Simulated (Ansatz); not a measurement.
```yaml
crystal:
  periodic: [false, false, false]
  atoms:
    - {symbol: O, position_ang: [-1.380977, -1.036851, -0.744819]}
    - {symbol: In, position_ang: [0.214268, 0.175472, -0.627345]}
    - {symbol: Zn, position_ang: [0.867915, 0.562825, 1.845790]}
    - {symbol: H, position_ang: [-1.658982, -1.208304, -1.647432]}
    - {symbol: H, position_ang: [0.741119, 0.649180, -2.213441]}
    - {symbol: H, position_ang: [1.258857, 0.793777, 3.341048]}
basis:
  gaussian: {orbitals: def2-mTZVP}
hamiltonian: {xc: {name: HF}}
correlation: {method: mp2, frozen_orbitals: {O: 0}}
```

```sh
$ ansatz run in.yaml --threads 4 --pin off --events-out ev --progress --plain --max-ram 10444MiB
```

**Question.** How does Ansatz answer? (Best estimate.)

**Answer.** Ansatz gave: The program refused the input.
```
Functional definition: HF
Error: "frozen_orbitals" has no count for In
```
